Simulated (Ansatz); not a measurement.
InF (SMILES [F][In]): the energy, rung by rung

The species is InF (2 atoms), meant as a singlet with charge 0. SMILES: `[F][In]`. Geometry: a GFN2-xTB relaxation, a rough one for these elements and not checked as a minimum.

```csv
atom,x (Å),y (Å),z (Å)
F,0.0000,0.0000,0.0000
In,0.0000,0.0000,2.0255
```

Each level gives the energy change with the F1–In2 bond stretched from 2.025 to 3.038 Å (eV). The values are calculated.

| level | kind | program | value (eV) | less FCI/STO-3G | CPU time (all runs) |
| --- | --- | --- | --- | --- | --- |
| HF/STO-3G (restricted) | Hartree–Fock | Ansatz | 5.49 | +1.86 | 0.69 s |
| SVWN5/STO-3G (restricted) | LDA | Ansatz | 4.76 | +1.13 | 1.8 s |
| BLYP/STO-3G (restricted) | GGA | Ansatz | 4.46 | +0.83 | 3.2 s |
| r2SCAN/STO-3G (restricted) | meta-GGA | Ansatz | 4.64 | +1.01 | 9.5 s |
| BHLYP/STO-3G (restricted) | global hybrid | Ansatz | 5.11 | +1.48 | 2.4 s |
| wB97M-V/STO-3G (restricted) | range-separated hybrid | Ansatz | 5.21 | +1.58 | 22 s |
| MP2/STO-3G (restricted) | perturbation theory | Ansatz | 4.62 | +0.99 | 1 s |
| BCCD(T)/STO-3G (restricted) | coupled cluster or CI | Ansatz | 3.66 | +0.03 | 1.1 s |
| CCSDT(Q)/STO-3G (restricted) | coupled cluster or CI | Ansatz | 3.63 | 0.00 | 1.9 s |
| FCI/STO-3G | exact in the basis | Ansatz | 3.63 | 0.00 | 2.1 s |

FCI/STO-3G is exact within its basis and frozen core, so for wave-function methods in that basis the difference is their error; functionals converge differently with the basis, so for them it is only a difference. Spin-restricted single references rise too steeply as a bond breaks, Hartree–Fock most of all. Perturbation and coupled-cluster corrections on them can overshoot downwards. All-electron rows without a relativistic Hamiltonian named are non-relativistic. The first shape isn't each level's own minimum. The values span 3.63 to 5.49 eV. All rows use very small basis sets, so even the best lies far from the true value. In the correlated wave-function rows the outer d shell of In is correlated, in sets not made for it. CPU times are rough (shared hosts, several kinds of processor): they show what a rung costs within a factor of a few.
